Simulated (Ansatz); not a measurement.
`[CH3][InH][Br]` + H₂O → `[OH][InH][Br]` + CH₄ at 700 K and 1 bar (formal hydrolysis of the In–C bond).

Isolated molecules relaxed with PBE0-D4/def2-TZVP in Ansatz; ΔE leaves out vibrations. CCSD(T)/CBS is the MP2 limit (def2-TZVPP, def2-QZVPP) plus CCSD(T) − MP2 in def2-TZVPP, frozen cores. This one scheme is used for every species. Elements past krypton have def2 core potentials. For Br, In outer-core shells are correlated without core-valence functions, which leaves a few kJ/mol of doubt a bond. Scalar relativity is left out up to krypton. One conformer a species, not always the lowest.

```
         species  CCSD(T)/CBS energy (Eh)  H − E (kJ/mol)  S (J/(mol·K))
`[CH3][InH][Br]`              -2803.63750           169.0          430.1
             H₂O                -76.37941            80.5          218.4
 `[OH][InH][Br]`              -2839.57190           102.1          396.8
             CH₄                -40.46206           145.9          224.0
```

H − E and S are ideal-gas, rigid-rotor, harmonic terms from PBE0-D4/def2-TZVP, for one conformer and one mirror image of each species. 1 Eh = 2625.50 kJ/mol, R = 8.31446 J/(mol·K).

Task: By hand: ΔE, ΔH, ΔS and ΔG.

Result: ΔE = (-2839.57190) + (-40.46206) − (-2803.63750) − (-76.37941) = -0.01705 Eh = -44.8 kJ/mol. Δ(H − E) = 102.1 + 145.9 − 169.0 − 80.5 = -1.5, so ΔH = -46.3 kJ/mol. ΔS = 396.8 + 224.0 − 430.1 − 218.4 = -27.7 J/(mol·K). ΔG = -46.3 − 700 × (-27.7)/1000 = -26.9 kJ/mol.

Task: By hand: the equilibrium constant, and the temperature at which ΔG would vanish if ΔH and ΔS stayed fixed.

Result: log₁₀ K = −ΔG/(RT ln 10) = 2.0. ΔG = 0 at ΔH/ΔS = 1671 K.

TΔS isn't small against ΔH here. A doubt of 5 kJ/mol in ΔE shifts log₁₀ K by 0.4 here. Other conformers and mirror images would add mixing entropy, several J/(mol·K) or more a flexible species. Modes under 60 cm⁻¹, often nearly free rotors, make the harmonic entropy too high. These are equilibria of isolated gas molecules and say nothing of rates. Largest T1 diagnostic: 0.014 (customary marks: 0.02 for closed shells, 0.045 for open ones).
